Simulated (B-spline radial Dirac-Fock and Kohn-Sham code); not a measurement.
**What relativity does to the binding energies of Ir³⁶⁺**

System: the Ir³⁶⁺ ion, [Kr] 4d5.

Both columns are ΔSCF binding energies of the configuration average from an atomic code on a B-spline grid: non-relativistic Hartree-Fock with a point nucleus, and Dirac-Fock with a finite nucleus and the Coulomb interaction alone, averaged over the two j levels with weights 2j+1.

```tsv
shell	Hartree-Fock (eV)	Dirac-Fock (eV)	shift (eV)	shift (%)
1s	71290.1	78055.5	+6765.39	+9.49
2s	13221.2	15030.3	+1809.10	+13.68
2p	12735.1	13343.2	+608.11	+4.78
3s	4247.2	4709.5	+462.34	+10.89
3p	4023.0	4199.4	+176.41	+4.39
3d	3611.8	3596.0	-15.80	-0.44
4s	1890.2	2037.9	+147.69	+7.81
4p	1785.9	1844.9	+58.96	+3.30
4d	1612.9	1613.6	+0.74	+0.05
```

Relativity binds 1s, 2s, 2p, 3s, 3p, 4s, 4p, 4d more strongly, among those listed most of all 2s in relative terms, and 3d more weakly, because the contracted s and p shells screen the nucleus better.

Values without a named source are computed, but for edge energies of neutral atoms, which are taken from tables.
